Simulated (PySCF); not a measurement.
Electron correlation in Ne+ (neon, charge +1)

[He] 2s2 2p5, 2P determinant. Computed with PySCF 2.14 in cc-pVDZ-DK (3s2p1d, 14 functions), with scalar relativity by spin-free X2C-1e. Frozen: 1s2; 7 electrons correlated.

MP2 pair energies summed by pair of shells (mhartree):

| pair | energy | share (%) |
| --- | --- | --- |
| 2p-2p | -86.57 | 64.6 |
| 2s-2p | -40.12 | 29.9 |
| 2s-2s | -7.29 | 5.4 |

Total MP2 correlation energy: -133.97 mhartree.

Same-spin part -33.66 and opposite-spin part -100.31 mhartree; SCS-MP2 scales them by 1/3 and 6/5 to -131.59 mhartree.

```
  level  correlation energy (mhartree)
   CCSD                        -144.24
    (T)                          -1.02
CCSD(T)                        -145.26
```

Diagnostics: T1 = 0.0031, D1 = 0.0051, largest double amplitude 0.038.

Cost of the coupled-cluster step: 0.09 s of wall time on 1 thread of Neoverse-V1 (shared host), for 7 correlated electrons.
